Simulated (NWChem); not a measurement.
System: C4H7N; SMILES C=C=CNC

The following NWChem deck was run.

```
start job
memory heap 200 mb stack 900 mb global 1100 mb
geometry units angstroms noautosym nocenter noautoz
  C     -0.411432    -2.233749    -0.010965
  C      0.244989    -1.100753     0.034113
  C      0.946957     0.018403     0.026866
  N      0.460326     1.310988    -0.085832
  C     -0.954412     1.535836     0.019394
  H     -0.658778    -2.725318    -0.961788
  H     -0.745452    -2.747127     0.900610
  H      2.040772    -0.053436     0.075734
  H      1.041393     2.005096     0.367041
  H     -1.385109     1.210727     0.988175
  H     -1.172396     2.603725    -0.122665
  H     -1.479341     0.976016    -0.770972
end
basis spherical
  * library def2-svp
end
dft
  xc pbe0
  iterations 150
end
cosmo
  do_cosmo_smd true
  solvent water
end
task dft energy
```

All runs use the structure optimised with PBE0/def2-SVP. Solvent: water.

Level: PBE0/def2-SVP with SMD (1 M gas to 1 M solution), gas-phase geometry.

Task: Predict the main results of this run. (PBE0/def2-SVP, SMD on the gas-phase geometry.) Quantities: solvation free energy (kcal/mol); cavity-dispersion-structure term (kcal/mol); dipole in solution (D).

Result: 
```
Quantity                                     Value
-------------------------------------------  -----
solvation free energy (kcal/mol)              -2.3
cavity-dispersion-structure term (kcal/mol)    3.3
dipole in solution (D)                        2.22
```
